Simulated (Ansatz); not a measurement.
A series at Ge: from `[NH2][Ge]([NH2])([NH2])[NH2]`, ligands are replaced one by one, each step taking up H–F and setting free NH₃; n counts the steps. Ansatz, PBE0-D4/def2-TZVP geometries. Each molecule was computed in one conformer, which needn't be the lowest.

CBS adds triple-zeta CCSD(T) − MP2 to the MP2 limit, frozen cores; atoms without spin–orbit coupling. Outer-core shells of Ge are correlated without core-valence functions. Scalar relativity is left out up to krypton. Spin–orbit coupling is left out.

| n | molecule | atomization energy, CCSD(T)/CBS (kJ/mol) |
| --- | --- | --- |
| 0 | `[NH2][Ge]([NH2])([NH2])[NH2]` | 4388.1 |
| 1 | `[NH2][Ge]([NH2])([NH2])[F]` | 3797.2 |
| 2 | `[NH2][Ge]([NH2])([F])[F]` | 3195.8 |
| 3 | `[NH2][Ge]([F])([F])[F]` | 2570.6 |
| 4 | `[F][Ge]([F])([F])[F]` | ? |

Problem. By hand: fit a straight line y = ȳ + b (n − n̄) to the 4 given rows and predict n = 4.

Solution. n̄ = 1.500, ȳ = 3487.93; Σ(n − n̄)(y − ȳ) = -3026.95, Σ(n − n̄)² = 5.000, so b = -605.39 kJ/mol a step. Prediction: 3487.93 + (-605.39) × (2.500) = 1974.5 kJ/mol.

Problem. By hand: compare with the computed value, 1934.2 kJ/mol, and give the steps along the whole series.

Solution. The line misses by -40.3 kJ/mol (computed minus predicted). Steps: -590.9, -601.4, -625.2, -636.4 kJ/mol.

The steps differ by up to 45.5 kJ/mol, small against a whole step but well beyond the method's doubt, so the ligands' effects don't simply add. The miss is 1.6 % of the series' range. The energies themselves are unsure by some kJ/mol a bond, though much of that is common to the series.
